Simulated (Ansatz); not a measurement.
C3H12OSi2, SMILES C[Si](O[SiH3])(C)C.

Geometry optimised at r2SCAN-D4/def2-SVP. The values are those of a single conformer.

Two levels are set side by side: PBE/def2-SVPD (Ansatz, an electronic-structure program) and CAM-B3LYP/def2-SVPD (Ansatz). Energy differences of separate SCF runs at the same geometry; the states with an electron removed or added have multiplicity 2 and 2. Differences are taken from unrounded values.

```csv
quantity,PBE
vertical ionisation energy (eV),9.35
vertical singlet–triplet gap (eV),6.17
```

### Question
These are the PBE values. What does CAM-B3LYP give? (Estimate from the structure and the level; the computed values follow.)

### Answer

```csv
quantity,CAM-B3LYP,PBE minus CAM-B3LYP
vertical ionisation energy (eV),10.16,-0.81
vertical singlet–triplet gap (eV),7.25,-1.08
```
